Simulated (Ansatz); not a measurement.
The inner images of a band of AlCl3FH3OTi (10 atoms, charge 0, multiplicity 1) are given out of order.

Method: RKS PBE/def2-SVP in Ansatz.

First end point:

```xyz
10
Properties=species:S:1:pos:R:3
Ti -0.230 0.291 0.195
F 0.143 0.817 1.824
Cl 1.541 -0.907 -0.256
Cl -0.236 2.201 -0.862
Cl -1.507 -0.834 -1.751
O -1.876 -0.454 0.991
Al -3.098 -1.304 -0.180
H -3.147 -2.865 0.140
H -4.382 -0.376 -0.369
H -1.983 -0.306 1.951
```

Last end point:

```xyz
10
Properties=species:S:1:pos:R:3
Ti -0.505 0.093 -0.096
F -0.145 0.722 2.089
Cl 1.349 -1.080 -0.001
Cl -0.421 2.215 -0.657
Cl -1.555 -0.849 -1.997
O -1.878 -0.455 0.850
Al -3.127 -1.331 -0.208
H -3.088 -2.908 0.002
H -4.408 -0.431 -0.490
H -0.997 0.285 2.190
```

Put them in order from the first end to the last, with their energies above the first end.
A.
```xyz
10
Properties=species:S:1:pos:R:3
Ti -0.236 0.299 0.189
F 0.126 0.823 1.821
Cl 1.481 -0.988 -0.217
Cl -0.127 2.202 -0.879
Cl -1.547 -0.756 -1.763
O -1.900 -0.410 0.981
Al -3.096 -1.311 -0.176
H -3.059 -2.875 0.132
H -4.428 -0.452 -0.349
H -1.988 -0.271 1.944
```
B.
```xyz
10
Properties=species:S:1:pos:R:3
Ti -0.300 0.218 0.104
F -0.161 0.761 1.857
Cl 1.413 -1.122 0.041
Cl -0.099 2.166 -0.844
Cl -1.504 -0.855 -1.788
O -1.943 -0.343 0.957
Al -3.121 -1.301 -0.131
H -3.066 -2.863 0.171
H -4.422 -0.456 -0.489
H -1.570 0.056 1.806
```
C.
```xyz
10
Properties=species:S:1:pos:R:3
Ti -0.266 0.257 0.135
F -0.062 0.759 1.836
Cl 1.438 -1.091 -0.052
Cl -0.118 2.209 -0.829
Cl -1.528 -0.797 -1.774
O -1.927 -0.367 0.951
Al -3.116 -1.309 -0.150
H -3.049 -2.873 0.139
H -4.433 -0.463 -0.434
H -1.714 -0.064 1.861
```
D.
```xyz
10
Properties=species:S:1:pos:R:3
Ti -0.421 0.165 -0.015
F -0.281 0.706 1.984
Cl 1.392 -1.052 -0.018
Cl -0.194 2.202 -0.769
Cl -1.540 -0.819 -1.876
O -1.914 -0.384 0.915
Al -3.117 -1.330 -0.113
H -3.017 -2.900 0.130
H -4.438 -0.502 -0.433
H -1.245 0.177 1.879
```
E.
```xyz
10
Properties=species:S:1:pos:R:3
Ti -0.481 0.123 -0.080
F -0.226 0.703 2.066
Cl 1.353 -1.073 -0.023
Cl -0.264 2.215 -0.696
Cl -1.571 -0.804 -1.962
O -1.894 -0.412 0.862
Al -3.124 -1.336 -0.159
H -3.025 -2.908 0.064
H -4.442 -0.487 -0.434
H -1.100 0.242 2.044
```
F.
```xyz
10
Properties=species:S:1:pos:R:3
Ti -0.245 0.282 0.160
F 0.037 0.780 1.827
Cl 1.456 -1.057 -0.137
Cl -0.117 2.219 -0.844
Cl -1.542 -0.765 -1.768
O -1.913 -0.378 0.957
Al -3.107 -1.311 -0.165
H -3.043 -2.874 0.134
H -4.440 -0.467 -0.388
H -1.861 -0.167 1.909
```
G.
```xyz
10
Properties=species:S:1:pos:R:3
Ti -0.360 0.195 0.050
F -0.235 0.722 1.924
Cl 1.401 -1.081 0.011
Cl -0.153 2.192 -0.789
Cl -1.520 -0.827 -1.835
O -1.927 -0.363 0.957
Al -3.116 -1.314 -0.120
H -3.036 -2.884 0.135
H -4.429 -0.481 -0.463
H -1.400 0.103 1.813
```

A (0.00 eV), F (+0.04 eV), C (+0.19 eV), B (+0.44 eV), G (+0.81 eV), D (+1.00 eV), E (+0.94 eV).

The run took 10 min on 4 threads of Arm Neoverse V2, on a shared host, peak memory 0.29 GiB.
